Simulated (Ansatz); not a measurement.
Ansatz (a first-principles code) input (CCSD(T)/6-31G):

Ansatz 0.2 input:
```yaml
crystal:
  periodic: [false, false, false]
  atoms:
    - {symbol: C, position_ang: [2.46003528, 0.22083630, 0.97021291]}
    - {symbol: C, position_ang: [1.24232539, 0.60964340, 0.13191540]}
    - {symbol: C, position_ang: [0.52992340, -0.59620046, -0.51834437]}
    - {symbol: C, position_ang: [-0.74866533, -0.28121610, -1.22391995]}
    - {symbol: C, position_ang: [-1.92437651, -0.01951273, -0.53228178]}
    - {symbol: C, position_ang: [-2.19396127, 0.01407411, 0.83211334]}
    - {symbol: H, position_ang: [2.95151029, 1.08923159, 1.42163885]}
    - {symbol: H, position_ang: [2.17107936, -0.45562581, 1.78050744]}
    - {symbol: H, position_ang: [3.20563116, -0.30425582, 0.36195226]}
    - {symbol: H, position_ang: [0.51318065, 1.13787097, 0.75139385]}
    - {symbol: H, position_ang: [1.54048800, 1.30634736, -0.65927618]}
    - {symbol: H, position_ang: [0.34433795, -1.32573213, 0.29297813]}
    - {symbol: H, position_ang: [1.24589925, -1.07997913, -1.20088047]}
    - {symbol: H, position_ang: [-0.73845793, -0.21221139, -2.30622383]}
    - {symbol: H, position_ang: [-2.78674860, 0.19311837, -1.17173343]}
    - {symbol: H, position_ang: [-3.20771265, 0.14395823, 1.19236106]}
    - {symbol: H, position_ang: [-1.43089339, -0.17846956, 1.57910918]}
basis:
  gaussian:
    orbitals: 6-31G
total_charge: -1
magnetization: {spin_polarized: false}
correlation: {method: ccsd_t, electrons: outside_noble_gas}
```

Output:

```
Functional definition: HF
integrals: 0.09 GiB planned
1114 factors; integrals over basis functions are off by at most 2.5e-4 eV
0.34 GiB of device memory are held for the factors and their scratch space
mean field: 0.31 GiB planned
mean field evaluation 1: about -6348.8449 eV, gradient 2.8e1 eV
mean field evaluation 2: about -6348.8433 eV, gradient 2.8e1 eV
mean field evaluation 4: about -6351.5191 eV, gradient 3.4e0 eV
mean field evaluation 8: about -6351.5599 eV, gradient 6.3e-5 eV
mean field evaluation 16: about -6351.5245 eV, gradient 3.4e0 eV
mean field -6351.55938440 eV, -233.4155021350 hartree, gradient 1.1e-6 eV, S^2 0.000000; 1 other end points of the search recorded, 0 dependent functions left out
6 core orbitals not correlated
reference -6351.55938440 eV, -233.4155021350 hartree; 18, 18 occupied and 52, 52 virtual orbitals, 1114 factors
second order -14.91050870 eV of doubles, -0.00000000 eV of singles
coupled cluster: 0.68 GiB planned
cycle   1  -15.98339054 eV  change    -1.1e0 eV  update   1.0e-1
cycle   2  -16.56580243 eV  change   -5.8e-1 eV  update   3.4e-2
cycle   3  -16.68539356 eV  change   -1.2e-1 eV  update   1.4e-2
cycle   4  -16.68721854 eV  change   -1.8e-3 eV  update   3.8e-3
cycle   5  -16.68613722 eV  change    1.1e-3 eV  update   1.3e-3
cycle   6  -16.68546702 eV  change    6.7e-4 eV  update   4.9e-4
cycle   7  -16.68524354 eV  change    2.2e-4 eV  update   2.3e-4
cycle   8  -16.68522284 eV  change    2.1e-5 eV  update   1.1e-4
cycle   9  -16.68523460 eV  change   -1.2e-5 eV  update   4.4e-5
perturbative correction -0.48430319 eV, -0.0177978141 hartree
Total energy: -6368.72892219 eV, -234.0464710110 hartree
```

It need not be the lowest isomer of its formula. Whether it binds its extra electron was not tested at this geometry.
